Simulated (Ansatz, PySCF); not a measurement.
C3H9Ge, SMILES [CH3][Ge]([CH3])[CH3] (connectivity only; charge and spin as stated), charge +1, multiplicity 1. Atoms are numbered in the order given.

```xyz
13

C     -0.3890     1.8538     0.2385
Ge     0.0000     0.0000    -0.0001
C      1.8095    -0.6078     0.0351
C     -1.4205    -1.2460    -0.2730
H      0.5200     2.4593     0.3474
H     -1.0251     1.9676     1.1335
H     -0.9819     2.2097    -0.6211
H      2.3801    -0.0732    -0.7436
H      1.8877    -1.6917    -0.1186
H      2.2577    -0.3311     1.0050
H     -1.2787    -1.7316    -1.2542
H     -1.3523    -2.0411     0.4888
H     -2.4075    -0.7674    -0.2330
```
Charge +1, spin multiplicity 1.

Geometry: PBE0-D3(BJ)/def2-SVP. The multiplicity is an assumed one; no other spin state was optimised. The isomer is the one that the SMILES or the coordinates give; other isomers of the formula were not compared.

Two levels are set side by side: PBE-D3(BJ)/def2-SVP (Ansatz, an electronic-structure program) and PBE0-D3(BJ)/def2-SVP (Ansatz). Each level has its own optimised geometry; the coordinates shown are those of the second. Frequencies come from the Hessian of PySCF at each geometry. Differences are taken from unrounded values.

| quantity | PBE0-D3(BJ) |
|---|---|
| mean bond length (Å) | 1.303 |
| bond C1–Ge2 (Å) | 1.909 |
| bond Ge2–C3 (Å) | 1.909 |
| bond Ge2–C4 (Å) | 1.909 |
| bond C1–H5 (Å) | 1.098 |
| bond C1–H6 (Å) | 1.104 |
| bond C1–H7 (Å) | 1.103 |
| bond C3–H8 (Å) | 1.103 |
| bond C3–H9 (Å) | 1.098 |
| bond C3–H10 (Å) | 1.104 |
| bond C4–H11 (Å) | 1.104 |
| bond C4–H12 (Å) | 1.103 |
| bond C4–H13 (Å) | 1.098 |
| highest harmonic wavenumber (cm⁻¹) | 3206 |
| mean harmonic wavenumber (cm⁻¹) | 1440 |
| zero-point energy (kcal/mol) | 67.94 |

### Question
What does PBE-D3(BJ) give, and how far is it from PBE0-D3(BJ)? (The exact figures need the calculation; the answer reports its results.)

### Answer

| quantity | PBE-D3(BJ) | PBE-D3(BJ) minus PBE0-D3(BJ) |
|---|---|---|
| mean bond length (Å) | 1.313 | 0.010 |
| bond C1–Ge2 (Å) | 1.925 | 0.015 |
| bond Ge2–C3 (Å) | 1.925 | 0.015 |
| bond Ge2–C4 (Å) | 1.925 | 0.015 |
| bond C1–H5 (Å) | 1.105 | 0.008 |
| bond C1–H6 (Å) | 1.112 | 0.008 |
| bond C1–H7 (Å) | 1.111 | 0.008 |
| bond C3–H8 (Å) | 1.112 | 0.008 |
| bond C3–H9 (Å) | 1.105 | 0.008 |
| bond C3–H10 (Å) | 1.112 | 0.008 |
| bond C4–H11 (Å) | 1.112 | 0.008 |
| bond C4–H12 (Å) | 1.111 | 0.008 |
| bond C4–H13 (Å) | 1.105 | 0.008 |
| highest harmonic wavenumber (cm⁻¹) | 3120 | -85 |
| mean harmonic wavenumber (cm⁻¹) | 1395 | -46 |
| zero-point energy (kcal/mol) | 65.79 | -2.15 |

GGA bonds tend to be longer and softer than those of functionals with exact exchange. Differences between two approximate levels are no errors against the true value.
